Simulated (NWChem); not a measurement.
System: AlBr2Cl; SMILES [Cl][Al]([Br])[Br]

Computed with NWChem. Coordinates come from a B3LYP/6-31G* (spherical d) optimisation. B3LYP is NWChem's, with the RPA form of VWN correlation. Vertical excitations in the gas phase; the lowest state need not have the same character in each row.

| level | lowest excitation, singlet (eV) | oscillator strength of that lowest state | lowest state with f > 0.02, singlet (eV) | orbital gap (eV) |
|---|---|---|---|---|
| PBE/def2-SVP, full TDDFT | ? | 0.003 | ? | ? |
| B3LYP/def2-SVP, full TDDFT | 5.66 | 0.004 | 6.19 | 6.70 |
| Hartree-Fock/def2-SVP, TDHF | 7.53 | 0.014 | 8.06 | 13.21 |

### Question
Complete the blanks.

### Answer

- PBE/def2-SVP, full TDDFT, lowest excitation, singlet (eV): 5.21
- PBE/def2-SVP, full TDDFT, lowest state with f > 0.02, singlet (eV): 5.73
- PBE/def2-SVP, full TDDFT, orbital gap (eV): 5.09
